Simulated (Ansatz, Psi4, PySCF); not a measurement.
ClLi, singlet, geometry from GFN2-xTB (such geometries of metal compounds can be far from the true shape). Base run: B3LYP/cc-pVDZ (PySCF).

PySCF was given this input:
```python
from pyscf import gto, scf, dft

mol = gto.Mole()
mol.atom = '''
    Li   -0.000000   -0.000000   -1.663114
    Cl    0.000000    0.000000    0.293491
'''
mol.basis = 'cc-pvdz'
mol.charge = 0
mol.spin = 0
mol.verbose = 4
mol.build()

mf = dft.RKS(mol)
mf.xc = 'b3lyp'
mf.kernel()
```

The same geometry, method and basis name were run in Ansatz (a first-principles code) and Psi4 and PySCF, at each program's defaults and at the settings that a row names. The base is PySCF at its defaults. Differences at the defaults can come from grids, fitting, cores and function types together.

```json
[
 {"code and settings": "PySCF, defaults (exact integrals, its default grid, spherical functions)", "ΔE vs base (µEh)": "0.0", "basis functions": "32", "E (Eh)": "-467.81786", "SCF cycles": "7", "dipole (D)": "6.54"},
 {"code and settings": "Psi4, defaults (density fitting with its default set, its default grid, spherical functions)", "ΔE vs base (µEh)": "-22.4", "basis functions": "32", "E (Eh)": "-467.81788", "SCF cycles": "7", "dipole (D)": "6.55"},
 {"code and settings": "Ansatz, defaults (factorised integrals, its default grid, spherical functions)", "ΔE vs base (µEh)": "-14.0", "basis functions": "32", "E (Eh)": "-467.81788", "SCF cycles": "-", "dipole (D)": "-"},
 {"code and settings": "PySCF, density fitting with def2-universal-jkfit", "ΔE vs base (µEh)": "-9.4", "basis functions": "32", "E (Eh)": "-467.81787", "SCF cycles": "7", "dipole (D)": "6.54"},
 {"code and settings": "PySCF, fine grid", "ΔE vs base (µEh)": "-0.8", "basis functions": "32", "E (Eh)": "-467.81786", "SCF cycles": "7", "dipole (D)": "6.54"},
 {"code and settings": "Psi4, exact integrals, spherical functions, fine grid", "ΔE vs base (µEh)": "-14.4", "basis functions": "32", "E (Eh)": "-467.81788", "SCF cycles": "8", "dipole (D)": "6.55"},
 {"code and settings": "Ansatz, high accuracy", "ΔE vs base (µEh)": "-13.8", "basis functions": "32", "E (Eh)": "-467.81787", "SCF cycles": "-", "dipole (D)": "-"}
]
```
